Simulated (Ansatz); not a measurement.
Consider the substitution at a C–C bond: `FC(Cl)CBr` + HCl → `ClCBr` + `FCCl`.

Computed with Ansatz on PBE0-D4/def2-TZVP structures; ΔE is electronic, products minus reactants. CBS: MP2 limit from def2 TZ/QZ plus the TZ coupled-cluster correction, frozen cores. This one scheme is used for every species. DFT in def2-TZVPP. HSE06 is defined as in plane-wave codes. For Br outer-core shells are correlated without core-valence functions, which leaves a few kJ/mol of doubt a bond. Scalar relativity is left out up to krypton. Each species was taken in one conformer, which may not be the lowest.

```
           level  ΔE (kcal/mol)  difference from CCSD(T)/CBS
         BLYP-D4           10.5                         -2.6
          B97M-V           13.4                          0.3
         ωB97M-V           12.7                         -0.4
        PBE-QIDH           12.9                         -0.2
         r2SCANh           12.5                         -0.6
         r2SCAN0           12.7                         -0.4
           HSE06           11.3                         -1.8
         LC-ωPBE           12.2                         -0.9
CCSD(T)/def2-SVP           16.7                          3.6
 CCSD/def2-TZVPP           13.6                          0.5
     CCSD(T)/CBS           13.1                            0
```

Largest T1 diagnostic among the species: 0.010.

At CCSD(T), def2-SVP lies +3.6 kcal/mol from the extrapolated value and def2-TZVPP +0.6 kcal/mol. From PBE to PBE0 (25 % exact exchange), in def2-TZVPP and without D4, ΔE moves by +1.1 kcal/mol.

CCSD(T)/CBS has its own doubt, a few kJ/mol and more with outer-core shells, so smaller differences from it don't rank the levels.
